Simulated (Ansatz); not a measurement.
Computed with Ansatz on PBE0-D4/def2-TZVP structures; ΔE is electronic, products minus reactants. CBS: MP2 limit from def2 TZ/QZ plus the TZ coupled-cluster correction, frozen cores. This one scheme is used for every species. Functionals use def2-TZVPP. B3LYP here is the variant with VWN-RPA as its local correlation; programs differ in this. For Ge outer-core shells are correlated without core-valence functions, which leaves a few kJ/mol of doubt a bond. Scalar relativity is left out up to krypton. Each species was taken in one conformer, which may not be the lowest.

`F[SiH](Cl)[NH][GeH3]` + `OB(O)O` → `OB(O)[O][GeH3]` + `N[SiH](F)Cl`  (ligand exchange at a Ge–N bond)

Q: Is it downhill or uphill in electronic energy at CCSD(T)/CBS, and by how much? (Estimate.)

A: Ansatz gave: Downhill: ΔE = -0.17 eV.

Q: What do these levels give: PBE-D4, r2SCAN-D4, ωB97M-V, B3LYP, MP2/CBS(def2), CCSD/CBS(def2)? (An estimate is asked.)

A: Computed: PBE-D4 -0.16, r2SCAN-D4 -0.21, ωB97M-V -0.20, B3LYP -0.23, MP2/CBS(def2) -0.16, CCSD/CBS(def2) -0.17 eV.

Largest T1 diagnostic among the species: 0.012.

In def2-TZVPP, CCSD(T) changes the Hartree–Fock value by +0.08 eV (the triples alone add +0.01 eV) and MP2 by +0.09 eV.
